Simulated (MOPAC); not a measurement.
Input for MOPAC: PM3 on PH+, 2S+1 = 2, a spin state set in the input, which need not be the lowest, a point of a bond scan (R = 1.440 Å). Charge +1.

```
PM3 1SCF PRECISE CHARGE=1 UHF MS=0.5 THREADS=1
HP

H      0.00000000 1     0.00000000 1     0.00000000 1
P      0.00000000 1     0.00000000 1     1.43979500 1
```

Output:

```
*******************************************************************************
 **                                                                           **
 **                              MOPAC v23.2.5                                **
 **                                                                           **
 *******************************************************************************
 ** MOPAC's Digital Object Identifier: https://doi.org/10.5281/zenodo.6511958 **
 **                                                                           **
 ** Please cite the open-source release paper for use of this MOPAC version:  **
 ** J. E. Moussa and J. J. P. Stewart (2026)                                  **
 ** MOPAC: An open-source semiempirical molecular orbital program             **
 ** J. Open Source Softw., 11(119), 8025, https://doi.org/10.21105/joss.08025 **
 *******************************************************************************

                              PM3 CALCULATION RESULTS

 *******************************************************************************
 *  PM3        - The PM3 Hamiltonian to be used
 *  UHF        - UNRESTRICTED HARTREE-FOCK CALCULATION
 *
 *
 *
 *                 CHARGE ON SYSTEM = +1
 *
 *
 *
 *  MS=        - IN MECI, MAGNETIC COMPONENT OF SPIN =  0.5
 *  PRECISE    - TIGHTER CRITERIA TO BE USED
 *  1SCF       - DO 1 SCF AND THEN STOP
 *  THREADS=1  - MULTI-THREADING NOT USED
 *  T=         - A TIME OF 172800.0 SECONDS REQUESTED
 *  DUMP=N     - RESTART FILE WRITTEN EVERY 7200.0 SECONDS REQUESTED
 *******************************************************************************
PM3 1SCF PRECISE CHARGE=1 UHF MS=0.5 THREADS=1
 HP

   ATOM   CHEMICAL          X               Y               Z
  NUMBER   SYMBOL      (ANGSTROMS)     (ANGSTROMS)     (ANGSTROMS)

     1       H          0.00000000  *   0.00000000  *   0.00000000  *
     2       P          0.00000000  *   0.00000000  *   1.43979500  *



          CARTESIAN COORDINATES

    NO.       ATOM           X           Y           Z

     1         H          0.0000      0.0000      0.0000
     2         P          0.0000      0.0000      1.4398

  H: (PM3): J. J. P. STEWART, J. COMP. CHEM. 10, 209 (1989).
  P: (PM3): J. J. P. STEWART, J. COMP. CHEM. 10, 209 (1989).

           Empirical Formula: H P  =     2 atoms



      MOLECULAR POINT GROUP   :   C*v


          UHF CALCULATION, NO. OF ALPHA ELECTRONS =    3
                           NO. OF BETA  ELECTRONS =    2

 -------------------------------------------------------------------------------
 PM3 1SCF PRECISE CHARGE=1 UHF MS=0.5 THREADS=1
 HP



     1SCF WAS SPECIFIED, SO BFGS WAS NOT USED
     SCF FIELD WAS ACHIEVED


                              PM3 CALCULATION
                                                       MOPAC v23.2.5 Linux




          FINAL HEAT OF FORMATION =        258.97429 KCAL/MOL =    1083.54844 KJ/MOL


          COSMO AREA              =         58.31 SQUARE ANGSTROMS
          COSMO VOLUME            =         41.46 CUBIC ANGSTROMS

          IONIZATION POTENTIAL    =         14.594336 EV
          ALPHA SOMO LUMO (EV)    =        -14.594 -8.811
          BETA  SOMO LUMO (EV)    =        -16.621 -8.515
          NO. OF ALPHA ELECTRONS  =          3
          NO. OF BETA  ELECTRONS  =          2
          MOLECULAR WEIGHT        =         31.9817         POINT GROUP:  C*v

          MOLECULAR DIMENSIONS (Angstroms)

            Atom       Atom       Distance
            P     2    H     1     1.43979
            P     2    H     1     0.00000
            H     1    P     2     0.00000


          SCF CALCULATIONS        =          1





   ATOM   CHEMICAL          X               Y               Z
  NUMBER   SYMBOL      (ANGSTROMS)     (ANGSTROMS)     (ANGSTROMS)

     1       H          0.00000000  *   0.00000000  *   0.00000000  *
     2       P          0.00000000  *   0.00000000  *   1.43979500  *

                             CARTESIAN COORDINATES

   1    H        0.000000000     0.000000000     0.000000000
   2    P        0.000000000     0.000000000     1.439795000


           Empirical Formula: H P  =     2 atoms



      MOLECULAR POINT GROUP   :   C*v


          ALPHA EIGENVALUES
 -27.29617 -17.04334 -14.59434  -8.81057  -5.15791


           BETA EIGENVALUES
 -26.20238 -16.62118  -8.51520  -7.95873  -4.99470


              NET ATOMIC CHARGES AND DIPOLE CONTRIBUTIONS

  ATOM NO.   TYPE          CHARGE      No. of ELECS.   s-Pop       p-Pop
    1          H          -0.153042        1.1530     1.15304
    2          P           1.153042        3.8470     1.89625     1.95071
 DIPOLE           X         Y         Z       TOTAL
 POINT-CHG.     0.000     0.000     1.276     1.276
 HYBRID        -0.000     0.000    -1.784     1.784
 SUM           -0.000     0.000    -0.508     0.508


          ATOMIC ORBITAL ELECTRON POPULATIONS

     Atom    s        px        py        pz
    1  H   1.15304
    2  P   1.89625   1.00000   0.00000   0.95071


                    (SZ)    =    0.500000
                    (S**2)  =    0.750758


          ATOMIC ORBITAL SPIN POPULATIONS

    Atom   Total    s     px     py     pz
         Atomic
    1  H -0.0229 -0.023
    2  P  1.0229  0.009  1.000  0.000  0.014

 **********************
 *                    *
 * JOB ENDED NORMALLY *
 *                    *
 **********************




 == MOPAC DONE ==
```

The run finished.

Cost: about 0.03 core-seconds (a rough figure).
